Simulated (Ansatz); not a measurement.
The cluster Sn₂O₆H₄. The state is a singlet with charge 0. Geometry r2SCAN-D4/def2-SVP.

Cartesian coordinates in Å:
```
Sn -0.145 1.730 0.516
Sn -0.077 -1.615 0.175
O -0.003 -1.562 -1.848
O -0.097 -2.865 1.539
O -0.124 2.267 2.281
O 0.046 -0.157 -2.191
O -1.457 0.008 0.361
O 1.259 0.063 0.355
H -0.158 2.276 -1.087
H -2.006 -0.083 1.160
H 1.779 0.007 1.177
H 0.983 -0.069 -2.439
```

In the def2 sets Sn takes a core potential; there is no spin–orbit coupling. LC-ωPBE has ω = 0.4 bohr⁻¹. The structure holds one bond between oxygen atoms, so isomers without such links may lie far lower. Another isomer (singlet) lies 1.81 eV lower at PBE0-D4/def2-TZVP; other spin states weren't run for this one.

(1) Estimate the orbital energies around the gap (eV) in Ansatz with PBE-D4/def2-TZVP, r2SCAN-D4/def2-TZVP, PBE0-D4/def2-TZVP, r2SCAN0-D4/def2-TZVP, LC-ωPBE/def2-TZVP.

## Answers

(1) 
| orbital | PBE-D4/def2-TZVP | r2SCAN-D4/def2-TZVP | PBE0-D4/def2-TZVP | r2SCAN0-D4/def2-TZVP | LC-ωPBE/def2-TZVP |
| --- | --- | --- | --- | --- | --- |
| HOMO−5 | -7.67 | -8.04 | -9.27 | -9.48 | -11.93 |
| HOMO−4 | -7.05 | -7.40 | -8.69 | -8.95 | -11.50 |
| HOMO−3 | -6.56 | -6.86 | -8.08 | -8.33 | -10.89 |
| HOMO−2 | -6.36 | -6.67 | -7.92 | -8.18 | -10.71 |
| HOMO−1 | -6.33 | -6.64 | -7.78 | -8.00 | -10.52 |
| HOMO | -6.19 | -6.47 | -7.66 | -7.89 | -10.41 |
| LUMO | -3.76 | -3.61 | -2.87 | -2.77 | -0.67 |
| LUMO+1 | -2.56 | -2.34 | -1.68 | -1.52 | 0.36 |
| LUMO+2 | -2.38 | -2.13 | -1.58 | -1.45 | 0.66 |
| LUMO+3 | -1.99 | -1.65 | -0.84 | -0.64 | 1.39 |
| LUMO+4 | -0.86 | -0.57 | -0.09 | 0.09 | 1.95 |
| LUMO+5 | -0.73 | -0.33 | 0.16 | 0.45 | 2.07 |
